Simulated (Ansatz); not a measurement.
## Which method gave which barrier?

Saddle point of Si2NH8OF3, closed shell (Si₂NH₇OF₂ ([NH3][Si]([OH])([F])([F])[SiH3]) + HF → SiNH₄OF₃ ([NH3][Si]([OH])([F])([F])[F]) + SiH₄; bonds formed: Si1–F9, Si2–H8; bonds broken: Si1–Si2, H8–F9), PBE0-D4/def2-TZVP structure:

```json
{"atom": "Si1", "x (Å)": "0.1781", "y (Å)": "0.1354", "z (Å)": "-0.2423"}
{"atom": "Si2", "x (Å)": "-1.8909", "y (Å)": "-0.6105", "z (Å)": "1.0920"}
{"atom": "F3", "x (Å)": "-0.1420", "y (Å)": "-0.9053", "z (Å)": "-1.4617"}
{"atom": "F4", "x (Å)": "0.7723", "y (Å)": "0.9485", "z (Å)": "1.0678"}
{"atom": "O5", "x (Å)": "-0.5962", "y (Å)": "1.4257", "z (Å)": "-0.9443"}
{"atom": "H6", "x (Å)": "2.3436", "y (Å)": "-0.5767", "z (Å)": "-1.2006"}
{"atom": "N7", "x (Å)": "1.9285", "y (Å)": "0.3388", "z (Å)": "-1.0567"}
{"atom": "H8", "x (Å)": "-0.1247", "y (Å)": "-1.2572", "z (Å)": "0.9151"}
{"atom": "F9", "x (Å)": "0.9617", "y (Å)": "-1.4627", "z (Å)": "0.6631"}
{"atom": "H10", "x (Å)": "-2.2632", "y (Å)": "0.7177", "z (Å)": "1.6479"}
{"atom": "H11", "x (Å)": "-1.9534", "y (Å)": "-1.5827", "z (Å)": "2.2271"}
{"atom": "H12", "x (Å)": "-2.8881", "y (Å)": "-1.0329", "z (Å)": "0.0775"}
{"atom": "H13", "x (Å)": "-0.6787", "y (Å)": "2.1750", "z (Å)": "-0.3514"}
{"atom": "H14", "x (Å)": "2.5422", "y (Å)": "0.8988", "z (Å)": "-0.4740"}
{"atom": "H15", "x (Å)": "1.8109", "y (Å)": "0.7883", "z (Å)": "-1.9597"}
```

Computed with Ansatz 0.2.0 (basis: def2-TZVPP, with def2-QZVPP for the basis limit); correlated methods freeze the cores. Extrapolation: Hartree–Fock as exp(−7.88 √X), correlation as X^−2.97. Four methods, as single points on the PBE0-D4 structures, gave these electronic barriers from the start structure: 55.9, 74.5, 96.0, 149.7 kJ/mol.

Q: The methods were, in alphabetical order, HF, MP2, r2SCAN-D4, SPW92. Which gave which? (Judge from chemistry; the calculation decides.)

A: The calculation gives: SPW92 55.9; r2SCAN-D4 74.5; MP2 96.0; HF 149.7 kJ/mol. For comparison, CCSD(T) at an estimated basis limit (MP2 extrapolated from triple and quadruple zeta, plus CCSD(T) − MP2 in triple zeta) gives 102.5 kJ/mol.

The T1 diagnostic stays at or below 0.013.

Labels in which every atom is bracketed show which atoms are joined, not bond orders.

For scale, one of the runs: CCSD(T)/def2-TZVPP, 351 basis functions, launched by `ansatz run in.yaml --threads 4 --pin off --events-out ev --progress --plain --max-ram 66560MiB --backend cuda --devices 0, --max-vram 37GiB`. Hardware: 4 CPU threads of an AMD EPYC 7R13 and a share of one NVIDIA H100, shared host. Wall time 28 s; peak host memory 0.86 GiB.
